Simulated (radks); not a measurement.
Results of a calculation; reference values are marked as such.
Valence configurations of Pr+ (all share [Xe]). Level of theory: scalar-relativistic Kohn-Sham, r2SCAN, spin-polarised, spherical densities, finite nucleus; open shells are filled with parallel spins first (spin-orbit coupling, left out, can overturn this in heavy ions); meta-GGA in the generalised Kohn-Sham scheme; Fermi nuclear charge, rms radius 4.8919 fm (a radial shooting solver on a logarithmic mesh with Libxc functionals). Energies are relative to 4f3 6s1; eigenvalues in eV for spin up.

valence,E (eV),moment (Bohr magnetons),e(4f),e(5d),e(6p),e(6s)
4f3 6s1,0.000,4,-7.481,-,-,-8.535
4f2.5 5d0.5 6s1,0.418,4,-9.924,-8.253,-,-8.910
4f3 5d0.5 6s0.5,0.495,4,-6.590,-6.951,-,-7.844
4f3 5d1,0.918,4,-5.676,-6.325,-,-
4f2.5 5d1.5,0.992,4,-7.883,-6.962,-,-
4f4,2.702,4,-2.787,-,-,-
4f2 6s2,2.995,2,-15.023,-,-,-9.648
5d3 6s1,18.034,4,-,-12.038,-,-10.225
5d2 6s2,22.033,2,-,-13.567,-,-10.783
5d1 6s2 6p1,29.371,2,-,-15.860,-8.144,-12.457

NIST lists [Xe] 4f3 6s1 as the ground configuration; this level of theory agrees among the configurations tried. The energies are those of spherical high-spin densities, not of single terms.
